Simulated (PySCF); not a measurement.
Isomers of C2H5NOSi, mass 87.014 u with the commonest isotopes. Computed with PySCF, PBE0-D3(BJ)/def2-SVP geometry optimisation, gas phase. One conformer each, none proved a minimum here; rigid rotors.

Task: Order these by rotational constant B, smallest first.
A. `[CH:1]#[C:2][Si@H:3]([NH2:4])[OH:5]` with C2–Si3–N4–H -63° and 142°, C2–Si3–O5–H -18°
B. `[SiH3:1][O:2][C:3]1=[N:4][CH2:5]1` with Si1–O2–C3–N4 2°
C. `[SiH3:1][O:2][C@H:3]1[CH:4]=[N:5]1` with Si1–O2–C3–C4 -43°
D. SiH2Me(NCO), `O=C=N[SiH2]C`

Result: D (1752 MHz), B (2276 MHz), C (2745 MHz), A (2881 MHz).

Task: Order these by rotational constant A, largest first.
A. `[SiH3:1][O:2][C@H:3]1[CH:4]=[N:5]1` with Si1–O2–C3–C4 -43°
B. `[CH:1]#[C:2][Si@H:3]([NH2:4])[OH:5]` with C2–Si3–N4–H -63° and 142°, C2–Si3–O5–H -18°
C. SiH2Me(NCO) (`[H][Si]([H])(C)N=C=O`)
D. `[SiH3:1][O:2][C:3]1=[N:4][CH2:5]1` with Si1–O2–C3–N4 2°

Result: D (15600 MHz), C (13598 MHz), A (10455 MHz), B (6235 MHz).

Task: Order these by rotational constant C, largest first.
A. `C[SiH2]N=C=O` (SiH2Me(NCO))
B. `[CH:1]#[C:2][Si@H:3]([NH2:4])[OH:5]` with C2–Si3–N4–H -63° and 142°, C2–Si3–O5–H -18°
C. `[SiH3:1][O:2][C:3]1=[N:4][CH2:5]1` with Si1–O2–C3–N4 2°
D. `[SiH3:1][O:2][C@H:3]1[CH:4]=[N:5]1` with Si1–O2–C3–C4 -43°

Result: D (2502 MHz), B (2178 MHz), C (2064 MHz), A (1597 MHz).

```
              SMILES  point group  Ia (u·Å²)  Ib (u·Å²)  Ic (u·Å²)      κ  μa (D)  μb (D)  μc (D)
   [SiH3]O[C@H]1C=N1           C1      48.34     184.08     201.96  -0.94    0.59    0.04    1.69
       [SiH3]OC1=NC1      near Cs      32.40     222.04     244.87  -0.97    1.59    1.13    0.06
[H][Si]([H])(C)N=C=O            –      37.17     288.43     316.41  -0.97    2.64    0.23    0.00
       C#C[Si@H](N)O           C1      81.05     175.40     232.07  -0.65    0.54    0.34    0.78
```
